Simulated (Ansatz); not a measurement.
Reaction (SMILES): [BH] (BH) (closed-shell singlet) → B atom + H atom
B3LYP-D3(BJ)/def2-TZVP geometries, fixed; electronic energies without zero-point terms.

Basis-set convergence of the atomisation energy at PBE0 with Ansatz (an electronic-structure program). All functions are spherical. The program fits the integrals of some runs and decomposes those of others, by size. Open shells are unrestricted. No added dispersion term, no relativity. Functions are those of the species that has most. Reference: the value in aug-cc-pV5Z, 80.59 kcal/mol, itself unsure by roughly 0.01 kcal/mol (its mean distance from pcseg-4, aug-pcseg-3, aug-cc-pVQZ). Deviations are taken from unrounded values.

| basis | functions | atomisation energy (kcal/mol) | minus reference (kcal/mol) |
|---|---|---|---|
| cc-pVDZ | 19 | 78.98 | -1.62 |
| aug-cc-pVDZ | 32 | 79.29 | -1.31 |
| cc-pVTZ | 44 | 80.45 | -0.15 |
| jun-cc-pV(T+d)Z | 53 | 80.52 | -0.07 |
| aug-cc-pVTZ | 69 | 80.49 | -0.10 |
| cc-pVQZ | 85 | 80.57 | -0.02 |
| aug-cc-pVQZ | 126 | 80.61 | 0.02 |
| cc-pV5Z | 146 | 80.56 | -0.03 |
| aug-cc-pV5Z | 207 | 80.59 | 0.00 |

The smallest set listed that lies within 1 kcal/mol of the reference with all its larger relatives (same family, alike in diffuse functions; a set with none counts only in the reference's own line) is cc-pVTZ (44 functions, -0.15 kcal/mol off).
